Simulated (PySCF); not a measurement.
C₈H₅Cl (charge -1 and doublet state).
Cartesian coordinates in Å at the GFN2-xTB level; atoms count from 1:
```
atom  x, y, z in Å
C1     3.311   -0.348    0.315
C2     2.089   -0.237    0.357
C3     0.743   -0.103    0.106
C4    -0.110   -1.243   -0.104
C5    -1.449   -1.115   -0.310
C6    -2.073    0.150   -0.325
C7    -1.276    1.290   -0.116
C8     0.063    1.160    0.092
Cl9    1.018    2.610    0.354
H10    4.249   -0.467    0.791
H11    0.359   -2.221   -0.098
H12   -2.058   -2.002   -0.468
H13   -3.137    0.249   -0.494
H14   -1.730    2.275   -0.123
```

The species is `[H]/[C-]=[C]/c1ccccc1Cl` [radical] (charge -1).

Method: UKS B3LYP, pcH-1 on C Cl H, non-relativistic, mean-field spin-orbit, GIAO in PySCF. Whether the extra electron is bound in the gas phase wasn't checked; a finite basis holds it in any case. A GFN2-xTB geometry isn't a minimum of the functional, and hyperfine couplings can be far from their values at a DFT geometry, by a factor of two or more for some ions and for spin on atoms past the first row. The SCF solution wasn't tested for stability.

The Mulliken spin populations are largest on C6 (+0.37), C1 (+0.33), C3 (+0.23) and C4 (+0.13). Three atoms exceed +0.15.

Task: Test a(H) = Q·ρ(C) for the protons on planar carbons with a spin population beyond ±0.08.

Result: 
| H | C | ρ(C) | a(H) (G) | a/ρ (G) |
| --- | --- | --- | --- | --- |
| H11 | C4 | +0.129 | -3.46 | -26.7 |
| H13 | C6 | +0.366 | -8.55 | -23.4 |

A least-squares line through the origin gives Q = -23.8 G with Mulliken populations. In every row coupling and population have opposite signs.

Couplings in gauss use g_iso = 2.0027.

Time: 1.9 min (grids of density and orbitals included); peak memory 0.97 GiB. Hardware: an Arm Neoverse V2 with one thread, no GPU, shared host with 96 logical CPUs at a one-minute load of 66.

The SMILES draws the unpaired electron on C2; the largest computed Mulliken spin population is on C6 (0.37 against -0.03).
